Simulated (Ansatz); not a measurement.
This singlet lies 0.87 eV below the relaxed triplet at the level frozen-core CCSD(T)/cc-pVTZ // PBE0-D3(BJ)/def2-TZVP (Ansatz, an electronic-structure program).

Species: CH3BO, SMILES `B[C]O` (lower singlet) (charge 0, multiplicity 1).

Give a relaxed geometry from PBE0-D3(BJ)/def2-TZVP (Ansatz).

Several could match; the one computed here: the end point of this relaxation, one of several conformers (outside a Z-matrix the atoms follow the SMILES, hydrogens last).
Cartesian coordinates (Å) in one orientation:
```xyz
6

B     -0.975    -0.092     0.405
C      0.374    -0.116     0.099
O      1.599    -0.255    -0.168
H     -1.750    -0.174    -0.501
H     -1.284     0.042     1.552
H      2.036     0.595    -0.358
```
